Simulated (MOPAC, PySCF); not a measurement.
C2H6OSi, SMILES `C[Si](C)=O`, neutral singlet in the gas phase. 

Cartesian coordinates (Å):
SMILES: O=[Si](C)C
```xyz
10

C     -1.5320    -0.2039     0.2057
Si    -0.0291     0.6959    -0.4226
C      1.5488    -0.1814     0.0289
O     -0.0842     1.9964    -1.2133
H     -2.4340     0.3797     0.0286
H     -1.4402    -0.4134     1.2745
H     -1.6310    -1.1678    -0.3016
H      2.4067     0.3025    -0.4351
H      1.6845    -0.1747     1.1142
H      1.5123    -1.2288    -0.2817
```
Charge 0, multiplicity 1.

All levels are single points at this geometry (B3LYP-D3(BJ)/def2-TZVP); Pople sets use spherical d functions. Orbital energies aren't observables, and empty levels follow the basis.

PBE/6-31G* in PySCF gives dipole (D) = 4.30.

Estimate the dipole (D) from each of these levels: B3LYP-D3(BJ)/def2-TZVP in PySCF; PBE-D3(BJ)/def2-TZVP in PySCF; B3LYP/3-21G in PySCF; B3LYP/6-311+G** in PySCF; B3LYP/6-31G* in PySCF; BP86/6-31G* in PySCF; SVWN5/6-31G* in PySCF; HF/3-21G in PySCF; HF/6-31G* in PySCF; HF/STO-3G in PySCF; PM3 in MOPAC; PM7 in MOPAC.


| level | dipole (D) |
|---|---|
| B3LYP-D3(BJ)/def2-TZVP in PySCF | 4.70 |
| PBE-D3(BJ)/def2-TZVP in PySCF | 4.49 |
| B3LYP/3-21G in PySCF | 4.07 |
| B3LYP/6-311+G** in PySCF | 4.85 |
| B3LYP/6-31G* in PySCF | 4.49 |
| BP86/6-31G* in PySCF | 4.31 |
| SVWN5/6-31G* in PySCF | 4.43 |
| HF/3-21G in PySCF | 4.84 |
| HF/6-31G* in PySCF | 5.10 |
| HF/STO-3G in PySCF | 2.51 |
| PM3 in MOPAC | 3.30 |
| PM7 in MOPAC | 4.00 |
